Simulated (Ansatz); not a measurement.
`C#C[SiH](N)[GaH2]` → `C#[C][GaH2]` + `N[SiH]` at 600 K and 1 bar (silylene formation by 1,1-elimination).

Calculated with Ansatz (gas phase, PBE0-D4/def2-TZVP geometries, no zero-point term in ΔE). CCSD(T)/CBS adds triple-zeta CCSD(T) − MP2 to the extrapolated MP2 energy (def2 sets, frozen cores). This one scheme is used for every species. For Ga outer-core shells are correlated without core-valence functions, which leaves a few kJ/mol of doubt a bond. Scalar relativity is left out up to krypton. Each species was taken in one conformer, which may not be the lowest.

```csv
species,CCSD(T)/CBS energy (Eh),H − E (kJ/mol),S (J/(mol·K))
`C#C[SiH](N)[GaH2]`,-2347.39412,252.2,498.9
`C#[C][GaH2]`,-2001.76834,123.9,343.1
`N[SiH]`,-345.56329,117.4,286.7
```

H − E and S are ideal-gas, rigid-rotor, harmonic terms from PBE0-D4/def2-TZVP, for one conformer and one mirror image of each species. 1 Eh = 2625.50 kJ/mol, R = 8.31446 J/(mol·K).

Question: By hand: ΔE, ΔH, ΔS and ΔG.

Answer: ΔE = (-2001.76834) + (-345.56329) − (-2347.39412) = 0.06249 Eh = 164.1 kJ/mol. Δ(H − E) = 123.9 + 117.4 − 252.2 = -10.9, so ΔH = 153.2 kJ/mol. ΔS = 343.1 + 286.7 − 498.9 = 130.9 J/(mol·K). ΔG = 153.2 − 600 × (130.9)/1000 = 74.7 kJ/mol.

Question: By hand: the equilibrium constant, and the temperature at which ΔG would vanish if ΔH and ΔS stayed fixed.

Answer: log₁₀ K = −ΔG/(RT ln 10) = -6.5. ΔG = 0 at ΔH/ΔS = 1170 K.

The number of gas molecules changes by +1, which sets the sign of ΔS. A doubt of 5 kJ/mol in ΔE shifts log₁₀ K by 0.4 here. Other conformers and mirror images would add mixing entropy, several J/(mol·K) or more a flexible species. Modes under 60 cm⁻¹, often nearly free rotors, make the harmonic entropy too high. These are equilibria of isolated gas molecules and say nothing of rates. Largest T1 diagnostic: 0.015 (customary marks: 0.02 for closed shells, 0.045 for open ones).
